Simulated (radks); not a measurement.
Results of a calculation; reference values are marked as such.
Initial-state core-level shifts of the zirconium ion Zr+ when its valence configuration changes from [Kr] 4d2 5s1. Code: a radial shooting solver on a logarithmic mesh with Libxc functionals. Model: scalar-relativistic Kohn-Sham, BLYP, spin-unpolarised, spherical densities, point nucleus. Shifts are changes of the shell-averaged eigenvalues in eV (positive: less bound).

valence              2s      2p      3p      3d
4d3              +2.844  +2.829  +2.795  +2.811
4d1 5s1 5p1      -4.663  -4.642  -4.577  -4.597
4d2.5 5s0.5      +1.502  +1.494  +1.473  +1.481
4d1 5s2          -3.468  -3.449  -3.378  -3.399
4d2 5s0.5 5p0.5  -0.586  -0.585  -0.590  -0.589
4d0.5 5s1 5p1.5  -7.207  -7.173  -7.055  -7.088
4d1 5s0.5 5p1.5  -5.243  -5.221  -5.159  -5.179
4d2 5p1          -1.161  -1.159  -1.169  -1.167
4d1.5 5s1 5p0.5  -2.255  -2.245  -2.219  -2.228
